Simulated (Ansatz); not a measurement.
Abridged output of a molecular run in Ansatz:

```
Functional definition: HF
1225 factors; integrals over basis functions are off by at most 1.0e-3 eV
mean field evaluation 1: about -7973.6470 eV, gradient 5.2e1 eV
mean field evaluation 2: about -7973.8449 eV, gradient 5.2e1 eV
mean field evaluation 4: about -7979.0451 eV, gradient 6.4e0 eV
mean field evaluation 8: about -7979.1707 eV, gradient 6.3e-1 eV
mean field evaluation 16: about -7979.1731 eV, gradient 3.2e-6 eV
mean field -7979.17310053 eV, -293.2292029666 hartree, gradient 3.2e-6 eV, S^2 0.000000; 0 other end points of the search recorded, 0 dependent functions left out
5 core orbitals not correlated: weight in the atoms' cores, before any rotation towards them, 1.000 or more for the frozen orbitals, at most 0.000 for the correlated occupied ones
reference -7979.17310053 eV, -293.2292029666 hartree; 14, 14 occupied and 178, 178 virtual orbitals, 1225 factors
second order -25.84270084 eV of doubles, -0.00000000 eV of singles
cycle   1  -25.31048030 eV  change    5.3e-1 eV  update   1.5e-1
cycle   2  -25.95507362 eV  change   -6.4e-1 eV  update   6.1e-2
cycle   3  -26.16380668 eV  change   -2.1e-1 eV  update   3.3e-2
cycle   4  -26.17425797 eV  change   -1.0e-2 eV  update   1.3e-2
cycle   5  -26.15426663 eV  change    2.0e-2 eV  update   5.9e-3
cycle   6  -26.15850552 eV  change   -4.2e-3 eV  update   2.7e-3
cycle   7  -26.15826809 eV  change    2.4e-4 eV  update   1.2e-3
cycle   8  -26.15779734 eV  change    4.7e-4 eV  update   4.8e-4
cycle   9  -26.15812730 eV  change   -3.3e-4 eV  update   1.8e-4
cycle  10  -26.15823362 eV  change   -1.1e-4 eV  update   6.5e-5
cycle  11  -26.15816342 eV  change    7.0e-5 eV  update   2.6e-5
cycle  12  -26.15818600 eV  change   -2.3e-5 eV  update   1.3e-5
perturbative correction -1.11084975 eV, -0.0408229753 hartree
Total energy: -8006.44213627 eV, -294.2313215466 hartree
```

Its atoms:

Cartesian coordinates in Å:
```
N 0.598 -0.084 1.090
C 0.020 0.494 0.063
O 0.173 -0.362 -1.804
B -0.834 -0.221 -1.029
F -2.121 -0.578 -1.038
H 0.299 -0.994 1.403
H 1.455 0.266 1.489
H 0.410 1.479 -0.174
```

**Question.** Which basis set was used?
A. cc-pV(Q+d)Z
B. def2-SVPD
C. def2-TZVPP
D. def2-TZVPPD

**Answer.** C. It gives 197 functions.

**Question.** Write the keys of the input that set method, charge and spin (a neutral closed shell needs none for the last two).

**Answer.** 
```yaml
correlation: {method: ccsd_t}
```
